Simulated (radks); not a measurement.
Spherical jellium clusters: N electrons in a uniform positive sphere of charge N and radius rs N^(1/3), rs = 3.29 bohr. Calculated with a radial shooting solver with Libxc functionals: non-relativistic Kohn-Sham, LDA (Slater exchange, Perdew-Wang correlation), spin-polarised, spherical densities. Levels are named by radial order and angular momentum (1s, 1p, 1d, 2s, ...), and open shells are averaged over m. Each electron was tried in the lowest free levels, single moves between levels near the top were tried too, and the lowest total energy was kept; such a search can miss a lower state. Energies include the self-energy of the background; IP and EA are vertical (highest electron removed, lowest free level filled), at fixed background; spill-out counts the electrons outside the background radius R, and alpha is the static dipole polarisability from linear response (closed shells only). A dash means not computed or, for alpha, an open shell; in EA it means that no bound solution was reached, which is typical of self-interaction and does not show that the anion is unstable. Real open-shell clusters deform, which this model forbids.

\begin{tabular}{lrrrrrrrr}
N & open shells & 2S & E/N (eV) & E(N+1) + E(N-1) - 2E(N) (eV) & EA (eV) & -e(HOMO) (eV) & spill-out (e) & alpha/R^3 \\ \hline
1 & 1s(up 1, down 0) & 1 & -1.005 & - & - & 3.384 & 0.45 & - \\
2 & none & 0 & -1.586 & 1.500 & - & 3.714 & 0.64 & 1.823 \\
3 & 1p(up 1, down 0) & 1 & -1.279 & -0.781 & - & 2.267 & 0.99 & - \\
4 & 1p(up 2, down 0) & 2 & -1.321 & -0.600 & - & 2.932 & 1.19 & - \\
5 & 1p(up 3, down 0) & 3 & -1.466 & 0.326 & - & 3.374 & 1.34 & - \\
6 & 1p(up 3, down 1) & 2 & -1.508 & -0.485 & - & 3.072 & 1.50 & - \\
7 & 1p(up 3, down 2) & 1 & -1.608 & -0.359 & 1.820 & 3.456 & 1.62 & - \\
8 & none & 0 & -1.728 & 1.682 & - & 3.735 & 1.73 & 1.555 \\
9 & 1d(up 1, down 0) & 1 & -1.634 & -0.340 & - & 2.159 & 1.94 & - \\
10 & 1d(up 2, down 0) & 2 & -1.593 & -0.300 & - & 2.501 & 2.11 & - \\
11 & 1d(up 3, down 0) & 3 & -1.586 & -0.262 & - & 2.780 & 2.25 & - \\
12 & 1d(up 4, down 0) & 4 & -1.603 & -0.229 & 1.581 & 3.011 & 2.36 & - \\
13 & 1d(up 5, down 0) & 5 & -1.635 & 0.399 & 1.294 & 3.206 & 2.47 & - \\
14 & 1d(up 5, down 1) & 4 & -1.633 & -0.238 & 1.478 & 2.832 & 2.59 & - \\
15 & 1d(up 5, down 2) & 3 & -1.648 & -0.207 & 1.699 & 3.048 & 2.70 & - \\
16 & 1d(up 5, down 3) & 2 & -1.674 & -0.181 & 1.890 & 3.232 & 2.80 & - \\
17 & 1d(up 5, down 4) & 1 & -1.707 & -0.159 & 2.057 & 3.390 & 2.89 & - \\
18 & none & 0 & -1.746 & 0.248 & 1.871 & 3.527 & 2.97 & 1.422 \\
19 & 2s(up 1, down 0) & 1 & -1.767 & 0.212 & 1.747 & 3.283 & 3.16 & - \\
20 & none & 0 & -1.776 & 0.759 & - & 3.127 & 3.38 & 1.465 \\
21 & 1f(up 1, down 0) & 1 & -1.747 & -0.168 & - & 2.417 & 3.49 & - \\
22 & 1f(up 2, down 0) & 2 & -1.729 & -0.155 & 1.359 & 2.575 & 3.59 & - \\
23 & 1f(up 3, down 0) & 3 & -1.720 & -0.143 & 1.507 & 2.718 & 3.69 & - \\
24 & 1f(up 4, down 0) & 4 & -1.717 & -0.132 & 1.642 & 2.846 & 3.77 & - \\
25 & 1f(up 5, down 0) & 5 & -1.719 & -0.123 & 1.766 & 2.963 & 3.85 & - \\
26 & 1f(up 6, down 0) & 6 & -1.726 & -0.114 & 1.879 & 3.070 & 3.93 & - \\
27 & 1f(up 7, down 0) & 7 & -1.737 & 0.360 & 1.531 & 3.168 & 4.00 & - \\
28 & 1f(up 7, down 1) & 6 & -1.734 & -0.125 & 1.665 & 2.817 & 4.09 & - \\
29 & 1f(up 7, down 2) & 5 & -1.736 & -0.116 & 1.787 & 2.934 & 4.17 & - \\
30 & 1f(up 7, down 3) & 4 & -1.741 & -0.107 & 1.900 & 3.040 & 4.24 & - \\
31 & 1f(up 7, down 4) & 3 & -1.750 & -0.100 & 2.003 & 3.138 & 4.32 & - \\
32 & 1f(up 7, down 5) & 2 & -1.761 & -0.093 & 2.099 & 3.228 & 4.39 & - \\
33 & 1f(up 7, down 6) & 1 & -1.774 & -0.087 & 2.189 & 3.311 & 4.45 & - \\
34 & none & 0 & -1.789 & 0.444 & 1.792 & 3.388 & 4.52 & 1.332 \\
35 & 2p(up 1, down 0) & 1 & -1.791 & -0.054 & 1.889 & 2.964 & 4.70 & - \\
36 & 2p(up 2, down 0) & 2 & -1.793 & -0.044 & 1.974 & 3.043 & 4.88 & - \\
37 & 2p(up 3, down 0) & 3 & -1.797 & 0.243 & 1.785 & 3.111 & 5.05 & - \\
38 & 2p(up 3, down 1) & 2 & -1.795 & -0.054 & 1.887 & 2.917 & 5.25 & - \\
39 & 2p(up 3, down 2) & 1 & -1.794 & -0.046 & 1.978 & 3.003 & 5.45 & - \\
40 & none & 0 & -1.794 & 0.320 & 1.649 & 3.079 & 5.64 & 1.414 \\
41 & 1g(up 1, down 0) & 1 & -1.786 & - & 1.729 & 2.768 & 5.70 & - \\
\end{tabular}

All shells are closed at N = 2, 8, 18, 20, 34, 40 (there: 1s2 1p6 1d10 2s2 1f14 2p6); the second difference of the energy has clear peaks (12 % above both neighbours; the first and last values, which can be the largest, are not judged, and half-filled shells can peak too) at N = 5, 8, 13, 18, 20, 27, 34, 37.
